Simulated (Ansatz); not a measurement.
`C[CH](C)[Sn][Cl]` + `CCCl` → `CC(C)Cl` + `C[CH2][Sn][Cl]`  (formal exchange of groups at a C–C bond)

Program: Ansatz. Geometries: PBE0-D4/def2-TZVP. ΔE: electronic, gas phase. CBS: MP2 limit from def2 TZ/QZ plus the TZ coupled-cluster correction, frozen cores. DFT in def2-TZVPP. Elements past krypton have def2 core potentials. For Sn outer-core shells are correlated without core-valence functions, which leaves a few kJ/mol of doubt a bond. One conformer a species, not always the lowest.

(1) Is it downhill or uphill in electronic energy at CCSD(T)/CBS, and by how much? (Estimate.)

(2) What do these levels give: PBE-D4, BLYP-D4, PBE0-D4, BHLYP-D4, PBE-QIDH, revPBE, r2SCAN, r2SCANh, r2SCAN0, RPA@PBE/def2-TZVPP, CCSD(T)/def2-SVP, HF/def2-TZVPP? (An estimate is asked.)

Largest T1 diagnostic among the species: 0.013.

Answers

(1) Computed: Downhill: ΔE = -0.13 eV.

(2) The calculation gave: PBE-D4 -0.12, BLYP-D4 -0.11, PBE0-D4 -0.13, BHLYP-D4 -0.13, PBE-QIDH -0.14, revPBE -0.15, r2SCAN -0.16, r2SCANh -0.16, r2SCAN0 -0.16, RPA@PBE/def2-TZVPP -0.12, CCSD(T)/def2-SVP -0.13, HF/def2-TZVPP -0.19 eV.

In def2-TZVPP, CCSD(T) changes the Hartree–Fock value by +0.06 eV (the triples alone add +0.01 eV) and MP2 by +0.07 eV. The D4 term adds +0.04 eV with B3LYP and +0.02 eV with PBE0; it sums over pairs of atoms, weighted by their polarisabilities, and B3LYP, whose exchange is more repulsive, gets the larger term.

B3LYP here is the variant with VWN-RPA as its local correlation; programs differ in this.
